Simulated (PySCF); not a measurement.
H₂Al (SMILES [AlH2+]), charge +1, singlet, geometry from GFN2-xTB (such geometries of metal compounds can be far from the true shape).

Here is a job for PySCF.
```python
from pyscf import gto, scf, dft, tdscf

mol = gto.Mole()
mol.atom = '''
    Al    0.000000    0.000000    0.000000
    H    -0.000000   -0.000000   -1.524596
    H     0.000000    0.000000    1.524596
'''
mol.basis = 'def2-tzvp'
mol.charge = 1
mol.spin = 0
mol.verbose = 4
mol.build()

mf = dft.RKS(mol)
mf.xc = 'blyp'
mf.kernel()
td = mf.TDDFT()
td.nstates = 5
td.kernel(x0=td.get_init_guess(mf, 13), nstates=5)
td.analyze()
```

Problem. Estimate the lowest excitation energy found that BLYP/def2-TZVP, TDDFT run with PySCF returns for this input.

Solution. 6.11 eV

Problem. Predict the HOMO energy from BLYP/def2-TZVP, TDDFT.

Solution. -14.93 eV

Problem. Predict the excitation energies found from BLYP/def2-TZVP, TDDFT.

Solution. 6.11, 6.11, 9.07, 9.12, 9.12 eV

Problem. What total energy does BLYP/def2-TZVP, TDDFT give?

Solution. -243.3069 Eh
